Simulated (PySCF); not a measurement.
Excitation energy of Rh⁺ by level of theory

Rh⁺ [Kr] 4d8 (3F) → Rh⁺ [Kr] 4d7 5p1 (high-spin determinant), as a difference of total energies. All numbers are calculated (PySCF 2.14, a scalar-relativistic core potential, in aug-cc-pVTZ-PP with ECP28MDF (6s6p5d3f2g, 88 functions)). Correlated levels: valence: 4s2 4p6 frozen. The calculations carry no spin-orbit coupling.

```tsv
method	excitation energy (cm⁻¹)
UHF	48416
MP2 (valence)	57963
SCS-MP2 (valence)	59729
CCSD (valence)	56212
CCSD(T) (valence)	56682
```

The determinant of the upper state mixes LS terms, which raises its energy above the lowest term, most at the Hartree-Fock and MP2 levels.
